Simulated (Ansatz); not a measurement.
Gas-phase reaction in SMILES: Cl[Si](Br)(Br)Br → Cl[Si](Br)Br + Br atom (the Br-Si bond at the site shown breaks; other sites are not compared here)
Geometries: B3LYP-D3(BJ)/def2-TZVP minima from Ansatz (a program for electronic structure).

Wanted: bond dissociation energy (electronic energy difference), in kcal/mol. Correlated levels leave the core frozen unless marked. UHF or UKS for open shells. Spin-orbit coupling is left out. The frozen core is the preceding noble-gas configuration, with the filled d and f shells of earlier blocks. No relativistic terms. Basis-set limits of correlation are two-point, X^-3; Hartree-Fock from the larger set.

```tsv
level	program	bond dissociation energy (kcal/mol)
revPBE-D4/def2-TZVPD	Ansatz + dftd4	88.2
B3LYP-D4/def2-TZVPD	Ansatz + dftd4	87.8
BHLYP/def2-TZVPD	Ansatz	84.0
CAM-B3LYP/def2-TZVPD	Ansatz	86.2
MP2/6-31G*	Ansatz	87.5
MP2/def2-QZVPP	Ansatz	98.0
CCSD(T)/CBS(def2-TZVPP,def2-QZVPP)	Ansatz	94.4
```
